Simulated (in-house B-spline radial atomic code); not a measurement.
Configurations of the magnesium ion Mg⁴⁺, with energies counted from [He] 2s2 2p4. All numbers are computed (non-relativistic M06-2X, spin-polarised, spherical fractional occupations; point nucleus) with an all-electron radial atomic-structure program (B-spline basis), not measured. Shells without spins written out take the highest spin.

Caution: exact exchange at fractional occupations of open shells leaves self-interaction of up to several eV.

Occupations are held fixed; configurations that lie above the ionisation limit could autoionise.

```json
{"configuration": "[He] 2s(0 up, 1 down) 2p(3 up, 2 down)", "E - E(ref) (eV)": "38.073", "highest orbital": "2p down", "its <r> (bohr)": "0.6181"}
{"configuration": "[He] 2s2 2p3 3d1", "E - E(ref) (eV)": "96.851", "highest orbital": "3d up", "its <r> (bohr)": "1.951"}
{"configuration": "[He] 2s1 2p4 3s1", "E - E(ref) (eV)": "113.97", "highest orbital": "3s up", "its <r> (bohr)": "1.796"}
{"configuration": "[He] 2s(1 up, 0 down) 2p(1 up, 3 down) 3p(1 up, 0 down)", "E - E(ref) (eV)": "133.55", "highest orbital": "3p up", "its <r> (bohr)": "1.929"}
{"configuration": "[He] 2s(1 up, 0 down) 2p(3 up, 1 down) 3d(1 up, 0 down)", "E - E(ref) (eV)": "133.56", "highest orbital": "3d up", "its <r> (bohr)": "1.948"}
```

Q: Order these further configurations by energy, lowest first.
A. [He] 2s2 2p(2 up, 1 down) 3s(0 up, 1 down)
B. [He] 2s1 2p5
C. [He] 2s1 2p4 3p1
D. [He] 2s2 2p3 3p1
E. [He] 2s2 2p3 3s1

A: B (34.222 eV), E (77.152 eV), D (86.579 eV), A (97.175 eV), C (123.46 eV).
